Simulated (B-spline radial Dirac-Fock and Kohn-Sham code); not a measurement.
# What relativity does to the binding energies of Br³⁺

System: bromine as Br³⁺, 1s2 2s2 2p6 3s2 3p6 3d10 4s2 4p2.

Both columns are ΔSCF binding energies of the configuration average from an atomic code on a B-spline grid: non-relativistic Hartree-Fock with a point nucleus, and Dirac-Fock with a finite nucleus and the Coulomb interaction alone, averaged over the two j levels with weights 2j+1.

| shell | Hartree-Fock (eV) | Dirac-Fock (eV) | shift (eV) | shift (%) |
| --- | --- | --- | --- | --- |
| 1s | 13325.5 | 13554.5 | +229.05 | +1.72 |
| 2s | 1789.2 | 1841.1 | +51.96 | +2.90 |
| 2p | 1606.1 | 1618.5 | +12.44 | +0.77 |
| 3s | 301.0 | 309.8 | +8.85 | +2.94 |
| 3p | 235.6 | 237.6 | +2.00 | +0.85 |
| 3d | 119.7 | 118.0 | -1.65 | -1.38 |
| 4s | 58.51 | 59.53 | +1.03 | +1.76 |
| 4p | 45.21 | 45.32 | +0.11 | +0.25 |

Relativity binds 1s, 2s, 2p, 3s, 3p, 4s, 4p more strongly, among those listed most of all 3s in relative terms, and 3d more weakly, because the contracted s and p shells screen the nucleus better.

Values without a named source are computed, but for edge energies of neutral atoms, which are taken from tables.
